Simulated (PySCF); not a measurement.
SMILES N[SiH2]F (PBE/def2-SVP optimised geometry):

```
7

N      0.948    -0.409     0.000
Si    -0.774    -0.409     0.000
F     -1.470     1.085     0.000
H      1.468    -0.158    -0.844
H      1.470    -0.148     0.840
H     -1.233    -1.082     1.257
H     -1.229    -1.085    -1.257
```

Calculation: PBE/def2-TZVP in PySCF 2.14.0.

### Question
What are the frontier orbital energies and the dipole moment?

### Answer
HOMO-2 -8.89 eV, HOMO-1 -7.94 eV, HOMO -6.67 eV, LUMO -0.35 eV, LUMO+1 0.18 eV; dipole moment 1.93 D.

Meta-Löwdin charges at PBE/def2-TZVP: N1 -0.70, Si2 0.94, F3 -0.50, H4 0.24, H5 0.24, H6 -0.11, H7 -0.11.
